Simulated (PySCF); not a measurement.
**Electron correlation in Si⁻ (silicon, charge -1)**

[Ne] 3s2 3p3, high-spin 4S determinant. Computed with PySCF 2.14 in aug-cc-pwCVDZ (6s5p3d, 36 functions), with the non-relativistic Hamiltonian (point nucleus). Frozen: 1s2; 13 electrons correlated.

```csv
level,correlation energy (mhartree)
CCSD,-219.50
(T),-3.99
CCSD(T),-223.49
```

Diagnostics: T1 = 0.0053, D1 = 0.0162, largest double amplitude 0.052.

Is a single reference adequate?

Yes: T1 lies below 0.03 and no double amplitude reaches 0.07.
